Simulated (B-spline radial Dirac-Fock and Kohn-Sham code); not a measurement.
**Re³⁺ in Watson spheres of different radius**

Model: Dirac-Fock energy differences between relaxed states, corrected for Breit and QED terms. Program: a B-spline atomic structure program. The ion, [Xe] 4f14 5d4, sits in a hollow sphere of charge Q = -3, a simple model of the Madelung potential. Inside the sphere an electron's potential energy is raised by the constant 14.40·|Q|/R eV, so binding energies fall by about that much as long as the orbitals stay inside.

```
radius (Å)  14.40 |Q|/R (eV)  1s (eV)  2s (eV)  2p1/2 (eV)  2p3/2 (eV)  3s (eV)  3p1/2 (eV)  3p3/2 (eV)  3d3/2 (eV)  3d5/2 (eV)  4s (eV)  4p1/2 (eV)  4p3/2 (eV)  4d3/2 (eV)  4d5/2 (eV)  4f5/2 (eV)  4f7/2 (eV)  5s (eV)  5p1/2 (eV)  5p3/2 (eV)  5d (eV)
       1.8             24.00  71690.8  12553.5     11977.6     10554.2   2958.0      2703.5      2390.6      1968.6      1902.0    649.7       543.1       470.0       294.9       281.4       59.34       56.95    104.1       69.19       57.98    14.14
       2.7             16.00  71698.7  12561.4     11985.4     10562.0   2965.9      2711.3      2398.4      1976.5      1909.9    657.6       551.0       477.9       302.8       289.3       67.21       64.82    112.0       77.08       65.87    22.02
```

From the smallest to the largest radius 1s moves by +7.9 eV, while the constant potential alone would give +8.0 eV; the difference comes from charge outside the sphere and its screening.

Values without a named source are computed, but for edge energies of neutral atoms, which are taken from tables.
